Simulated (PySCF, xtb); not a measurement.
C4H10Sn, SMILES [SnH2]([CH2]C)[CH]=C.

GFN2-xTB run with xtb 6.7.1 at its own geometry gives an orbital gap of 4.68 eV and a dipole moment of 1.55 D.

Geometry: B3LYP-D3(BJ)/def2-SVP. The def2 effective core potentials stand for the cores of Sn; spin–orbit coupling is left out. Other conformers were not sampled.

Q: What does PBE/def2-TZVP (PySCF) give? (Estimate from the structure and the level; the computed values follow.)

A: gap 5.03 eV (levels -6.30 and -1.27 eV), dipole 0.90 D.
